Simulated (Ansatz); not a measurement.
`[OH][GeH2][TeH]` + `FC[SiH3]` → `FC([SiH3])[TeH]` + `[OH][GeH3]`  (formal exchange of groups at a Te–Ge bond)

Computed with Ansatz on PBE0-D4/def2-TZVP structures; ΔE is electronic, products minus reactants. CCSD(T)/CBS adds triple-zeta CCSD(T) − MP2 to the extrapolated MP2 energy (def2 sets, frozen cores). Functionals use def2-TZVPP. Elements past krypton have def2 core potentials. For Ge, Te outer-core shells are correlated without core-valence functions, which leaves a few kJ/mol of doubt a bond. Scalar relativity is left out up to krypton. Each species was taken in one conformer, which may not be the lowest.

```csv
level,ΔE (kcal/mol)
CAM-B3LYP-D4,25.2
RPA@PBE/def2-TZVPP,22.8
```

Problem. What does CCSD(T)/CBS give? (Estimate.)

Solution. Computed: +24.3 kcal/mol. The listed levels differ from it by 0.9, -1.5 kcal/mol.

Largest T1 diagnostic among the species: 0.012.

From PBE to PBE0 (25 % exact exchange), in def2-TZVPP and without D4, ΔE moves by +1.4 kcal/mol. In def2-TZVPP, CCSD(T) changes the Hartree–Fock value by −4.9 kcal/mol (the triples alone add −0.8 kcal/mol) and MP2 by −4.3 kcal/mol. The D4 term adds −1.0 kcal/mol with B3LYP and −0.5 kcal/mol with PBE0; it sums over pairs of atoms, weighted by their polarisabilities, and B3LYP, whose exchange is more repulsive, gets the larger term.

B3LYP here is the variant with VWN-RPA as its local correlation; programs differ in this.
